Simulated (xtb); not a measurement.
MgF, SMILES [F][Mg+], charge +1. All values are semi-empirical tight-binding results from xtb (GFN2-xTB unless named), good for trends rather than for accurate numbers. Coordinates come from a GFN2-xTB optimisation. The spin state was assumed, not searched.

Optimised geometry:

Bonds (Å): Mg1–F2 1.741.
Charge +1, spin multiplicity 1.

For metal compounds this method's bond lengths and energies can be far off.

### Question
Estimate the properties. (An estimate is asked for; the answer gives what the named calculation found.)

### Answer

point group as xtb finds it: C∞v
orbital gap: 1.84 eV

Computed atomic charges and the Wiberg bond orders between heavy atoms:
charges (e) Mg1 0.86, F2 0.14. Bond orders Mg1–F2 1.63.
